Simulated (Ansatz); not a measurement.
Geometry optimisation, Ansatz, RKS PBE-D4/6-31G*.

Input:

```yaml
crystal:
  periodic: [false, false, false]
  atoms:
    - { symbol: F, position_ang: [0.1805, 0.377, -2.2799] }
    - { symbol: B, position_ang: [0.8683, 0.5446, -1.057] }
    - { symbol: "N", position_ang: [0.1129, 0.8782, 0.2274] }
    - { symbol: Si, position_ang: [-0.7579, -0.5437, 0.6916] }
    - { symbol: H, position_ang: [2.0552, 0.4956, -1.0975] }
    - { symbol: H, position_ang: [0.8724, 1.0052, 0.9817] }
    - { symbol: H, position_ang: [-1.8187, -0.8116, -0.3351] }
    - { symbol: H, position_ang: [0.0786, -1.7135, 0.834] }
    - { symbol: H, position_ang: [-1.5028, -0.2782, 2.0177] }
basis:
  gaussian: { orbitals: "6-31G*" }
hamiltonian:
  xc: pbe
  dispersion: d4
relax:
  f_tol: 0.02
  max_steps: 50
```

Command:

```bash
$ ansatz run input.yaml --threads 1 --pin off --max-ram 2048MiB --backend cpu --events-out ev --progress --plain --runs-dir out
```

Q: Where does it end, and by what steps?

A: It converged. The force dipped under the threshold on the way, but the program's further checks kept it going. After 18 steps the energy has fallen by 0.874 eV; H5 moved furthest, 0.91 Å.

```csv
step,energy less start (eV),largest force component (eV/Å),accepted
0,0.0000,3.148,yes
1,-0.3246,2.106,yes
2,-0.5224,1.504,yes
3,-0.7056,0.960,yes
4,-0.8024,0.486,yes
5,-0.8530,0.113,yes
6,-0.8621,0.057,yes
7,-0.8638,0.206,yes
8,-0.8667,0.084,yes
9,-0.8694,0.108,yes
10,-0.8645,0.400,no
11,-0.8711,0.080,yes
12,-0.8724,0.072,yes
13,-0.8731,0.056,yes
14,-0.8737,0.012,yes
15,-0.8740,0.018,yes
16,-0.8740,0.021,yes
17,-0.8740,0.034,no
18,-0.8741,0.003,yes
```

```xyz
9
Properties=species:S:1:pos:R:3
F 0.618 -0.325 -1.988
B 1.024 0.566 -1.057
N 0.407 0.527 0.215
Si -0.869 -0.608 0.690
H 1.891 1.355 -1.341
H 0.724 1.205 0.908
H -2.089 -0.455 -0.164
H -0.403 -2.029 0.607
H -1.215 -0.282 2.112
```

Whether the end is a true minimum wasn't checked by a vibrational analysis.

The run took 33 s on 1 CPU thread of a shared host.
